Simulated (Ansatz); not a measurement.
Sn₂SeF₆ (relaxed from a model of (F3Sn)2Se, whose bonding it doesn't keep). Total charge 0; singlet. Geometry r2SCAN-D4/def2-SVP, basis def2-TZVP, Ansatz.

```xyz
9

Sn    1.162    1.401   -0.351
F     2.679    1.260   -1.508
F     0.602    3.216   -0.575
F    -0.265    0.281   -1.196
Se    0.935    0.154    1.769
Sn   -0.888   -1.179    0.497
F    -2.579   -0.332    0.200
F    -1.316   -2.339    1.977
F    -0.330   -2.462   -0.812
```

| run | HOMO (eV) | LUMO (eV) |
| --- | --- | --- |
| A | -9.08 | -4.66 |
| B | -8.38 | -5.04 |
| C | -8.02 | -5.14 |
| D | -8.92 | -4.71 |
| E | -9.33 | -4.34 |
| F | -10.45 | -3.49 |

In the def2 sets Sn takes a core potential; there is no spin–orbit coupling. B3LYP takes the VWN-RPA correlation. HSE06 is defined as in plane-wave codes, on full-range PBE exchange.

Task: The runs used B3LYP, BHLYP, HSE06, PBE, PBE0, r2SCAN. Estimate which is which.

Result: A B3LYP (20 % exact exchange); B r2SCAN (0 % exact exchange); C PBE (0 % exact exchange); D HSE06 (range-separated); E PBE0 (25 % exact exchange); F BHLYP (50 % exact exchange). Exact exchange lowers occupied and raises empty levels; among semilocal functionals meta-GGAs tend to open the gap a little, and such runs are hard to tell apart. The gap grows from 2.88 eV (PBE) to 6.96 eV (BHLYP).
